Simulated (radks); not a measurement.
Numerical settings for the cerium ion Ce2+, [Xe] 4f2. Calculated with a radial shooting solver on a logarithmic mesh with Libxc functionals: Dirac Kohn-Sham, PBE, spin-unpolarised, spherical densities, point nucleus; open shells fill j = l - 1/2 first. The defaults (mesh step 0.008 in ln r, mesh end at 40 bohr or more with all orbitals vanishing there, Anderson mixing 0.5 over 9 steps, residual threshold near 1e-9 with the energy settled to 1e-9 hartree or 1e-11 of itself, here a cap of 55 iterations) give E = -8864.6142 hartree and 4f5/2 at -13.040 eV in 14 iterations. Run on one thread of a shared host, so times are rough (Arm Neoverse V1): 0.17 s of CPU time, 0.17 s wall, 14 iterations on 2541 mesh points. Changes against that run (0 stands for a change within the tolerance of the run):

| setting | iterations | converged | E (mhartree) | e(4f5/2) (meV) | CPU (s) |
|---|---|---|---|---|---|
| mesh step in ln r 0.005 | 14 | yes | 0 | 0 | 0.26 |
| mesh step in ln r 0.05 | 14 | yes | +0.0412 | -0.0371 | 0.04 |
| mesh step in ln r 0.03 | 14 | yes | +0.0038 | 0 | 0.06 |
| mesh end (bohr) 5 | 14 | yes | +10.2 | +410 | 0.15 |
| mesh end (bohr) 3 | 13 | yes | +1.01e+03 | +9.75e+03 | 0.14 |
| residual threshold 1e-05 | 10 | yes | 0 | +0.308 | 0.14 |
| residual threshold 0.1 | 9 | yes | 0 | -1.84 | 0.13 |
| mixing 1 | 12 | yes | 0 | 0 | 0.15 |
| linear mixing, mixing 0.05 | 55 | no | +0.519 | -543 | 0.53 |
| linear mixing, mixing 1 | 55 | no | +1.56e+04 | -1.3e+05 | 1.2 |
| mixing history 20 | 18 | yes | 0 | 0 | 0.19 |
| iteration cap 2 | 2 | no | +705 | -1.94e+04 | 0.04 |

Settings that end as converged yet miss the energy by more than 1 mhartree: mesh end (bohr) 5 (+0.0102 hartree); mesh end (bohr) 3 (+1.01 hartree). A mesh that ends early acts as a hard wall.
